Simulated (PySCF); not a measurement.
A structure optimised at PBE-D3(BJ)/def2-SVP, used in a PySCF frequency run:

```
Ta
O 1 1.7429
O 1 1.9326 2 111.29
H 3 0.9717 1 130.57 2 -7.42
O 1 1.9326 2 111.29 3 122.11
H 5 0.9717 1 130.57 2 7.42
N 1 1.9933 2 104.08 3 -118.94
H 7 1.0241 1 125.50 2 0.00
H 7 1.0258 8 109.72 1 180.00
```

Question: Write its SMILES, formula and point group.

Answer: [NH2][Ta](=[O])([OH])[OH], H4NO3Ta, Cs

Question: What are its rotational constants (standard atomic weights)?

Answer: 3.1610, 3.1165, 2.7492 GHz
